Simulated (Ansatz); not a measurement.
AlCl₃F₃P (`F[P+](F)(F)[Al-]([Cl])([Cl])[Cl]`), relaxed with RKS PBE0-D4/def2-TZVP in Ansatz 0.2.0 from a GFN2-xTB geometry. The force threshold is 0.005 eV/Å; the program also tests the step.

Total charge 0; spin multiplicity 1.

Start:

```xyz
8

F    -0.893    2.289    0.284
P    -0.669    0.718    0.292
F    -2.098    0.383   -0.272
F    -1.061    0.540    1.805
Al    1.148   -0.910   -0.515
Cl    2.649   -0.262    0.683
Cl   -0.137   -2.325    0.207
Cl    1.061   -0.434   -2.484
```

```
step  energy (eV)  largest force (eV/Å)  largest move (Å)
   1  -61592.1847                 2.872             0.000
   2  -61592.4084                 1.800             0.144
   3  -61592.4742                 1.265             0.068
   4  -61592.5310                 0.581             0.113
   5  -61592.5441                 0.321             0.048
   6  -61592.5498                 0.144             0.035
   7  -61592.5541                 0.025             0.090
   8  -61592.5546                 0.009             0.038
   9  -61592.5546                 0.019             0.020
  10  -61592.5546                 0.001             0.004
```

End:

```xyz
8

F    -0.549    2.186    0.137
P    -0.780    0.677    0.348
F    -2.184    0.513   -0.269
F    -1.123    0.647    1.851
Al    1.022   -0.887   -0.456
Cl    2.566   -0.132    0.742
Cl    0.089   -2.671    0.121
Cl    0.959   -0.332   -2.474
```

Hardware: 4 threads of an Arm Neoverse N1 on a shared host. Wall time 2.8 min, peak host memory 1.2 GiB.
